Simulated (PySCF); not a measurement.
B3LYP has the VWN-RPA correlation part, as in Gaussian. 

Cartesian coordinates (Å):
```xyz
19

Zr    -0.0150     0.1445     0.3419
N      0.1962    -1.9019     0.2684
H     -0.2789    -2.5360    -0.3843
H      0.8134    -2.4691     0.8611
O      1.2805     1.0072    -0.8351
C      2.2974     1.2819    -1.7423
H      3.1168     1.8707    -1.2672
H      1.9196     1.8768    -2.6067
H      2.7507     0.3479    -2.1517
O      0.3574     0.6854     2.1742
C      0.6140     1.3189     3.3860
H      1.3137     2.1784     3.2602
H      1.0772     0.6142     4.1150
H     -0.3215     1.7105     3.8493
O     -1.8054     0.5480    -0.3050
C     -3.0055     1.0864    -0.7588
H     -3.5770     1.5683     0.0684
H     -3.6573     0.2956    -1.1974
H     -2.8375     1.8573    -1.5470
```
Charge 0, spin multiplicity 1.

Question: Estimate the HOMO, LUMO, HOMO–LUMO gap, total energy, charge on the central atom (Mulliken) and dipole moment that B3LYP-D3(BJ)/def2-TZVP // PBE-D3(BJ)/def2-SVP run with PySCF returns for this input.

Answer: 
| Item | Result |
|---|---|
| HOMO | -6.56 eV |
| LUMO | -0.23 eV |
| HOMO–LUMO gap | 6.33 eV |
| total energy | -448.8427 Ha |
| charge on the central atom (Mulliken) | 1.73 e |
| dipole moment | 0.15 D |
